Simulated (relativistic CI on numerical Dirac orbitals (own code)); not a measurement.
One change at a time: Cs⁴⁴⁺

Base calculation: Dirac-Coulomb-Breit CI, KLI orbitals optimised for each configuration, a model potential for QED, unscaled Slater integrals.

Configurations in the expansion (outside the closed core [Ne]): 3s, 3p, 3d, 4s, 4p, 4d, 4f, 5s, 5p, 5d, 5f, 5g, 6s, 6p, 6d. Levels of other configurations are missing.

Variants: (1) valence Slater integrals scaled by 0.9; (2) configuration mixing switched off; (3) QED terms removed. Shifts of the energy above 3s ²S1/2, in eV, for the lowest level and the first level of each name with at least 55 % of one term (blank where a level changes its place among those of its configuration and J or its character, or is not in the variant):

| Level | Base | Δ(1) | Δ(2) | Δ(3) |
| --- | --- | --- | --- | --- |
| 3s ²S1/2 | 0.00 | 0.00 | 0.00 | 0.00 |
| 3p ²P°1/2 | 102.85 | 0.00 | +0.01 | +1.65 |
| 3p ²P°3/2 | 196.52 | 0.00 | 0.00 | +1.50 |
| 3d ²D3/2 | 326.19 | 0.00 | 0.00 | +1.72 |
| 3d ²D5/2 | 347.19 | 0.00 | -0.01 | +1.66 |
| 4s ²S1/2 | 1588.41 | 0.00 | -0.02 | +0.98 |
| 4p ²P°1/2 | 1630.93 | 0.00 | -0.02 | +1.65 |
| 4p ²P°3/2 | 1669.05 | 0.00 | -0.02 | +1.59 |
| 4d ²D3/2 | 1718.12 | 0.00 | -0.02 | +1.67 |
| 4d ²D5/2 | 1727.24 | 0.00 | -0.02 | +1.65 |
| 4f ²F°5/2 | 1753.21 | 0.00 | -0.01 | +1.66 |
| 4f ²F°7/2 | 1757.11 | 0.00 | -0.01 | +1.65 |
| 5s ²S1/2 | 2294.20 | 0.00 | -0.02 | +1.31 |
| 5p ²P°1/2 | 2315.59 | 0.00 | -0.02 | +1.65 |

At this charge energies of transitions that change n are usually good to better than 1 %, and those within a shell (Δn = 0) to a few per cent.

Ionisation energy from the two ground configurations alone: base 3484.49 eV; QED terms removed 3486.14 eV. The NIST ASD value (theoretical) is 3485 eV.
